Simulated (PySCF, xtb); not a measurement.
CH3ClFIn, SMILES [CH3][In]([F])[Cl].

Harmonic wavenumbers (cm⁻¹) from GFN2-xTB (xtb) at its own minimum, in rising order: 32, 67, 87, 102, 288, 343, 435, 668, 676, 1152, 1386, 1394, 3008, 3028, 3042.

### Question
What does PBE-D3(BJ)/def2-SVP (PySCF 2.14.0) give at its own minimum? (Estimate from the structure and the level; the computed values follow.)

### Answer
20, 90, 113, 130, 350, 491, 584, 709, 732, 1127, 1375, 1378, 3001, 3123, 3137. Paired by order, the mean absolute difference is 53 cm⁻¹ and the zero-point energies are 22.5 and 23.4 kcal/mol.
